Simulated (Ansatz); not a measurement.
Calculated with Ansatz (gas phase, PBE0-D4/def2-TZVP geometries, no zero-point term in ΔE). CCSD(T)/CBS is the MP2 limit (def2-TZVPP, def2-QZVPP) plus CCSD(T) − MP2 in def2-TZVPP, frozen cores. This one scheme is used for every species. Functionals use def2-TZVPP. B3LYP here is the variant with VWN-RPA as its local correlation; programs differ in this. One conformer a species, not always the lowest.

`FCN[SiH2][SiH3]` + `[OH][Al]([OH])[SH]` → `[OH][Al]([SH])[O][SiH3]` + `FCN[SiH3]`  (cleavage of the Si–Si bond)

Task: Is it downhill or uphill in electronic energy at CCSD(T)/CBS, and by how much? (Best estimate.)

Result: Computed: Downhill: ΔE = -113.0 kJ/mol.

Task: What do these levels give: r2SCAN-D4, PBE0-D4, B3LYP-D4, B2PLYP, r2SCAN, PBE0, B3LYP, SCS-MP2/def2-TZVPP, CCSD/def2-TZVPP, SCS-MP2/def2-QZVPP, HF/CBS(def2), CCSD/CBS(def2)? (Best estimate.)

Result: Computed: r2SCAN-D4 -105.4, PBE0-D4 -95.1, B3LYP-D4 -112.0, B2PLYP -119.3, r2SCAN -105.9, PBE0 -97.1, B3LYP -115.6, SCS-MP2/def2-TZVPP -127.3, CCSD/def2-TZVPP -119.0, SCS-MP2/def2-QZVPP -127.3, HF/CBS(def2) -150.2, CCSD/CBS(def2) -117.6 kJ/mol.

Largest T1 diagnostic among the species: 0.012.

In def2-TZVPP, CCSD(T) changes the Hartree–Fock value by +32.6 kJ/mol (the triples alone add +4.5 kJ/mol) and MP2 by +25.9 kJ/mol. The D4 term adds +3.6 kJ/mol with B3LYP and +2.0 kJ/mol with PBE0; it sums over pairs of atoms, weighted by their polarisabilities, and B3LYP, whose exchange is more repulsive, gets the larger term.
